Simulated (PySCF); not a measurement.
Record of a relaxation.

Species: C5H4F2.
SMILES with atom numbers: `[CH3:1][C:2]#[C:3]/[C:4]([F:5])=[CH:6]\[F:7]` (hydrogens: H8, H9, H10 on C1; H11 on C6)

Method: PBE0-D3(BJ)/def2-SVP geometry optimisation, gas phase in PySCF 2.14.0; density fitting, grid level 1; the optimiser is geomeTRIC in internal coordinates, started from a GFN2-xTB structure with every atom displaced at random (about 0.01 Å). The frame can shift and turn from step to step; on so coarse a grid that alone can change the energy by a few meV, and forces under 0.02 eV/Å are noise.

Step 0: E = -10661.5514 eV, largest atomic force 3.986 eV/Å
```
atom  x, y, z in Å  |  force x, y, z in eV/Å
C1      2.476    0.003   -0.012   -1.365   2.172  -0.133
C2      1.019    0.132   -0.133    0.166  -0.170   0.027
C3     -0.194    0.206   -0.216    2.982  -0.167   0.217
C4     -1.539    0.324   -0.331   -3.962   0.265  -0.353
F5     -2.023    1.222   -1.235    0.381  -0.366   0.411
C6     -2.491   -0.367    0.348    1.428  -0.504   0.499
F7     -2.129   -1.293    1.259   -0.241   0.649  -0.612
H8      2.951    0.660   -0.773    0.013  -0.346   0.268
H9      2.759   -1.002   -0.146    0.670  -1.698  -0.273
H10     2.771    0.349    0.985    0.248  -0.008   0.127
H11    -3.562   -0.261    0.239   -0.318   0.174  -0.178
```

Step 1: E = -10661.7132 eV, largest atomic force 0.859 eV/Å
```
atom  x, y, z in Å  |  force x, y, z in eV/Å
C1      2.432    0.014   -0.004   -0.014  -0.448  -0.020
C2      0.998    0.156   -0.167    0.130   0.098  -0.044
C3     -0.201    0.288   -0.296   -0.588   0.103  -0.113
C4     -1.628    0.372   -0.380    0.822  -0.188   0.164
F5     -2.155    1.236   -1.243   -0.070   0.063  -0.060
C6     -2.428   -0.389    0.376   -0.294   0.064  -0.052
F7     -1.912   -1.251    1.236   -0.108  -0.072   0.069
H8      2.979    0.616   -0.743    0.014   0.037  -0.046
H9      2.733   -1.049   -0.135   -0.055   0.362   0.051
H10     2.744    0.335    1.001    0.044   0.004   0.028
H11    -3.523   -0.351    0.337    0.120  -0.023   0.022
```

Step 2: E = -10661.7154 eV, largest atomic force 0.804 eV/Å
```
atom  x, y, z in Å  |  force x, y, z in eV/Å
C1      2.456    0.028   -0.020   -0.006  -0.090  -0.011
C2      1.017    0.149   -0.156    0.022   0.060  -0.023
C3     -0.187    0.261   -0.267   -0.145  -0.165   0.146
C4     -1.606    0.337   -0.346    0.701  -0.277   0.279
F5     -2.082    1.217   -1.225   -0.333   0.020  -0.021
C6     -2.459   -0.398    0.384   -0.532   0.123  -0.124
F7     -2.099   -1.300    1.284    0.337   0.181  -0.178
H8      2.973    0.642   -0.773   -0.002   0.008   0.002
H9      2.777   -1.019   -0.157   -0.014   0.061   0.003
H10     2.788    0.355    0.977    0.005   0.011  -0.003
H11    -3.542   -0.297    0.282   -0.032   0.068  -0.068
```

Step 3: E = -10661.7350 eV, largest atomic force 0.264 eV/Å
```
atom  x, y, z in Å  |  force x, y, z in eV/Å
C1      2.459    0.024   -0.019   -0.012   0.171   0.009
C2      1.019    0.138   -0.141   -0.046   0.037  -0.019
C3     -0.188    0.243   -0.246    0.086  -0.169   0.147
C4     -1.598    0.327   -0.337   -0.087   0.028  -0.009
F5     -2.079    1.208   -1.217   -0.109   0.124  -0.128
C6     -2.484   -0.388    0.374    0.264  -0.002  -0.006
F7     -2.080   -1.279    1.263   -0.054  -0.042   0.045
H8      2.962    0.644   -0.778   -0.010  -0.013   0.032
H9      2.789   -1.012   -0.159    0.029  -0.166  -0.032
H10     2.803    0.355    0.974   -0.020   0.013  -0.020
H11    -3.565   -0.286    0.268   -0.042   0.020  -0.019
```

Step 4: E = -10661.7361 eV, largest atomic force 0.152 eV/Å
```
atom  x, y, z in Å  |  force x, y, z in eV/Å
C1      2.458    0.020   -0.014    0.000   0.008   0.020
C2      1.019    0.135   -0.137    0.013   0.042  -0.029
C3     -0.187    0.241   -0.244   -0.039   0.032  -0.045
C4     -1.596    0.337   -0.347   -0.081  -0.061   0.068
F5     -2.105    1.213   -1.222    0.146   0.031  -0.032
C6     -2.471   -0.383    0.369   -0.052  -0.061   0.060
F7     -2.076   -1.276    1.262    0.020   0.032  -0.033
H8      2.963    0.639   -0.771   -0.004  -0.002   0.003
H9      2.785   -1.021   -0.155    0.006  -0.028  -0.006
H10     2.800    0.351    0.979    0.001   0.003  -0.001
H11    -3.553   -0.280    0.262   -0.011   0.005  -0.005
```

Step 5: E = -10661.7380 eV, largest atomic force 0.067 eV/Å
```
atom  x, y, z in Å  |  force x, y, z in eV/Å
C1      2.459    0.021   -0.015    0.002  -0.005   0.015
C2      1.019    0.135   -0.136    0.008   0.039  -0.027
C3     -0.187    0.238   -0.241   -0.019  -0.017   0.004
C4     -1.596    0.334   -0.343   -0.040  -0.011   0.018
F5     -2.091    1.214   -1.223    0.066   0.006  -0.007
C6     -2.476   -0.384    0.370   -0.027  -0.023   0.022
F7     -2.082   -1.277    1.263    0.010   0.018  -0.018
H8      2.962    0.641   -0.773   -0.001  -0.001   0.001
H9      2.787   -1.020   -0.156    0.002  -0.012  -0.004
H10     2.801    0.353    0.978    0.001   0.003   0.000
H11    -3.557   -0.279    0.260   -0.003   0.003  -0.003
```

Step 6: E = -10661.7388 eV, largest atomic force 0.059 eV/Å
```
atom  x, y, z in Å  |  force x, y, z in eV/Å
C1      2.460    0.021   -0.015    0.001  -0.010   0.009
C2      1.020    0.131   -0.131    0.003   0.031  -0.022
C3     -0.186    0.231   -0.234    0.008  -0.046   0.037
C4     -1.595    0.330   -0.340   -0.014   0.030  -0.026
F5     -2.072    1.215   -1.224    0.004  -0.006   0.006
C6     -2.484   -0.382    0.367    0.000   0.002  -0.002
F7     -2.098   -1.276    1.262   -0.001  -0.001   0.001
H8      2.960    0.643   -0.774    0.000  -0.001   0.001
H9      2.791   -1.020   -0.157   -0.001  -0.001  -0.001
H10     2.806    0.354    0.977    0.000   0.001   0.000
H11    -3.564   -0.271    0.252    0.000   0.001  -0.001
```

Step 7: E = -10661.7389 eV, largest atomic force 0.048 eV/Å
```
atom  x, y, z in Å  |  force x, y, z in eV/Å
C1      2.462    0.019   -0.012    0.000  -0.012   0.005
C2      1.021    0.128   -0.127    0.002   0.021  -0.015
C3     -0.185    0.224   -0.227    0.007  -0.035   0.031
C4     -1.593    0.330   -0.339   -0.005   0.030  -0.030
F5     -2.059    1.218   -1.227   -0.008  -0.012   0.012
C6     -2.489   -0.378    0.363    0.004   0.009  -0.009
F7     -2.111   -1.274    1.259   -0.003  -0.004   0.004
H8      2.959    0.641   -0.772    0.002  -0.001   0.000
H9      2.793   -1.022   -0.156   -0.002   0.005   0.001
H10     2.808    0.352    0.979    0.000  -0.001   0.001
H11    -3.568   -0.261    0.242    0.002   0.000   0.000
```

Step 8: E = -10661.7390 eV, largest atomic force under 0.02 eV/Å
```
atom  x, y, z in Å  |  force x, y, z in eV/Å
C1      2.464    0.013   -0.006   -0.001  -0.004   0.000
C2      1.023    0.124   -0.121    0.002   0.004  -0.005
C3     -0.184    0.217   -0.220    0.004  -0.008   0.008
C4     -1.590    0.332   -0.341    0.001   0.010  -0.012
F5     -2.045    1.222   -1.232   -0.007  -0.005   0.006
C6     -2.495   -0.370    0.355    0.004   0.007  -0.006
F7     -2.129   -1.269    1.254   -0.002  -0.004   0.004
H8      2.962    0.635   -0.767    0.002  -0.001   0.001
H9      2.794   -1.027   -0.150   -0.001   0.003   0.003
H10     2.811    0.347    0.984   -0.001  -0.002   0.002
H11    -3.573   -0.247    0.227    0.001   0.000   0.000
```

Task: Summarise the path.

Result: The energy falls by 18.10 kJ/mol from step 0 to step 8; nine tenths of that is first reached at step 3. It falls at every step. The largest force goes from 3.986 to under 0.02 eV/Å. Among the bonds C3–C4 changes most, from 1.355 to 1.416 Å; the atoms move by 0.028 Å rms after alignment.

Task: Follow the three bonds and two angles with the largest change from start to end.

Result: 
| step | E above end (kJ/mol) | largest force (eV/Å) | C3–C4 (Å) | C1–H9 (Å) | C6–F7 (Å) | H8–C1–H9 (°) | C4–C6–H11 (°) |
| --- | --- | --- | --- | --- | --- | --- | --- |
| 0 | 18.10 | 3.986 | 1.355 | 1.052 | 1.348 | 111.2 | 126.4 |
| 1 | 2.49 | 0.859 | 1.432 | 1.113 | 1.323 | 108.0 | 123.9 |
| 2 | 2.27 | 0.804 | 1.423 | 1.103 | 1.324 | 107.9 | 121.9 |
| 3 | 0.38 | 0.264 | 1.416 | 1.096 | 1.323 | 107.9 | 123.6 |
| 4 | 0.27 | 0.152 | 1.417 | 1.100 | 1.323 | 107.9 | 122.9 |
| 5 | 0.09 | 0.067 | 1.416 | 1.101 | 1.323 | 107.9 | 123.0 |
| 6 | 0.02 | 0.059 | 1.416 | 1.101 | 1.323 | 108.0 | 123.1 |
| 7 | 0.00 | 0.048 | 1.416 | 1.101 | 1.323 | 107.9 | 123.1 |
| 8 | 0.00 | under 0.02 | 1.416 | 1.101 | 1.323 | 107.9 | 123.1 |

What follows is the cost of the whole optimisation. Hardware: an AMD EPYC 7R43 with one thread (shared host). Cost: 41 s wall, 0.47 GiB resident at most.
